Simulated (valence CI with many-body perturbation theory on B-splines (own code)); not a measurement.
# Yb XXXI: one-electron terms

Level of theory: valence CI with perturbative core correlation (CI+MBPT): four valence electrons over a frozen Dirac-Fock core [Kr], radial functions for each j: 9 s, 9 p, 10 d, 8 f, 5 g, 3 h, 1 i, with the one-electron correlation potential Σ1 (screened to all orders), the two-electron term Σ2, the three-electron term Σ3, Breit, model QED; selected single and double excitations, second order for the rest (own B-spline code, finite nucleus).

The last digits are not significant, and no measured levels were compared; by estimate large intervals hold to a few tenths of a per cent, small ones and those within an open d or f shell to about a per cent. Only levels of the ground parity were solved; by the run's estimate the other parity begins above the list, which can be wrong where configurations are misplaced.

These are the spectroscopic orbitals of the CI (the correlating ones are not listed), shaped by the core and the other valence electrons. h is the expectation value of the core's Dirac-Fock operator, without the valence repulsion; Σ1 is computed up to l = 3 at one energy for each symmetry, that of its lowest orbital but kept below the first core excitation, so for empty shells it is not the orbital's own correlation shift; Breit and QED include the response of the core.

```tsv
Orbital	h (hartree)	Σ1 (cm⁻¹)	Breit (cm⁻¹)	QED (cm⁻¹)	⟨r⟩ (bohr)
5s1/2	-33.483	-11137	3394	2636	0.8043
6s1/2	-21.616	-4349	1778	1392	1.244
7s1/2	-15.133	-2243	1027	816	1.782
5p1/2	-31.925	-10960	5236	-2.6	0.8185
6p1/2	-20.784	-4455	2813	1.3	1.268
7p1/2	-14.638	-2343	1652	1.6	1.818
5p3/2	-30.893	-9832	3082	247	0.8482
6p3/2	-20.243	-4116	1679	136	1.303
7p3/2	-14.318	-2191	1076	81.6	1.859
4d3/2	-48.612	-22187	5570	-630	0.4666
5d3/2	-28.387	-10039	2334	-213	0.8610
6d3/2	-18.903	-4578	1252	-111	1.342
4d5/2	-48.087	-21528	3166	-338	0.4729
5d5/2	-28.164	-9895	1384	-98.0	0.8686
6d5/2	-18.783	-4509	748	-49.9	1.351
4f5/2	-41.619	-43877	975	-494	0.4481
5f5/2	-25.49	-9767	548	-171	0.8736
4f7/2	-41.496	-39850	-368	-398	0.4505
5f7/2	-25.434	-9558	-2.0	-130	0.8760
5g7/2	-23.582		-136	-66.9	0.8339
5g9/2	-23.567		-248	-52.7	0.8349
```

Among the shells of the start configuration 4d4, Σ1 is largest in size for 4d3/2, where it is 0.21 % of h.

Lowest root of each symmetry, sizes in configuration state functions:

```
J  Parity  Roots  Reference  Variational  Second order  Change by selected CI (cm⁻¹)  Change by second order (cm⁻¹)
0    even      5         28         9668         40059                         -5442                             -3
1    even      4         51        18258        107166                         -4435                             -9
2    even      8         88        25831        233970                         -4957                            -17
3    even      6         85        24660        204212                         -5468                            -28
4    even      7         91        25170        216351                         -5769                            -32
5    even      2         67        22906        154233                         -5683                            -19
6    even      2         55        19286        179456                         -6081                            -15
```
